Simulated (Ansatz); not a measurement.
`C=C([SiH3])[SeH]` and `C=C([SiH3])SS` differ in one atom or group.

Ansatz, PBE0-D4/def2-TZVP geometries, multiplicity 1. Each molecule was computed in one conformer, which needn't be the lowest.

Scalar relativity is left out up to krypton.

| property | `C=C([SiH3])[SeH]` |
| --- | --- |
| LUMO energy (B3LYP/def2-TZVPP) / eV | -0.86 |
| LUMO energy (PBE0/def2-TZVPP) / eV | -0.67 |
| HOMO–LUMO gap (B3LYP/def2-TZVPP) / eV | 5.48 |
| HOMO–LUMO gap (PBE/def2-TZVPP) / eV | 3.91 |
| HOMO energy (PBE/def2-TZVPP) / eV | -5.52 |
| HOMO–LUMO gap (ωB97M-V/def2-TZVPP) / eV | 10.06 |

(1) Give the same properties after the change, and the shifts. (Best estimate.)

Answers

(1) Computed: 
| property | `C=C([SiH3])SS` | shift |
| --- | --- | --- |
| LUMO energy (B3LYP/def2-TZVPP) / eV | -1.13 | -0.27 |
| LUMO energy (PBE0/def2-TZVPP) / eV | -0.92 | -0.25 |
| HOMO–LUMO gap (B3LYP/def2-TZVPP) / eV | 5.43 | -0.05 |
| HOMO–LUMO gap (PBE/def2-TZVPP) / eV | 3.79 | -0.12 |
| HOMO energy (PBE/def2-TZVPP) / eV | -5.71 | -0.19 |
| HOMO–LUMO gap (ωB97M-V/def2-TZVPP) / eV | 10.03 | -0.03 |

B3LYP here is the variant with VWN-RPA as its local correlation; programs differ in this.

Spin–orbit coupling is left out; it splits and shifts lone-pair levels of the heavy atoms by tenths of an eV.
